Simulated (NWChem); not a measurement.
InSi2H7; SMILES [SiH3][InH][SiH3]

```xyz
10

In    -0.4884     0.0004     0.0000
H     -2.2307    -0.0068     0.0000
Si     0.7276     0.0002     2.2903
H      0.2949     1.1736     3.1163
H      2.2176     0.0562     2.1646
H      0.3822    -1.2385     3.0606
Si     0.7276     0.0002    -2.2903
H      0.2949     1.1736    -3.1163
H      0.3822    -1.2385    -3.0606
H      2.2176     0.0562    -2.1646
```
Atoms are numbered in this order, from 1.

All runs use the structure optimised with PBE0/def2-SVP. No frequency run checked for a minimum. def2 effective core potentials on In; no spin-orbit coupling.

Symmetry labels are those of Cs in the frame above (b1 and b2, or b-type labels, depend on it).

### Question
List the 6 lowest vertical singlet excitations from B3LYP/def2-SVP with def2 effective core potentials on In, TDA (NWChem).

### Answer
```tsv
state	energy (eV)	oscillator strength	symmetry	leading excitation (squared amplitude)
S1	3.42	0.000	a"	HOMO → LUMO (0.99)
S2	3.97	0.002	a'	HOMO−1 → LUMO (0.99)
S3	6.06	0.116	a"	HOMO−3 → LUMO (0.54)
S4	6.07	0.003	a"	HOMO−2 → LUMO (0.97)
S5	6.17	0.006	a'	HOMO−5 → LUMO (0.98)
S6	6.26	0.004	a'	HOMO−4 → LUMO (0.76)
```
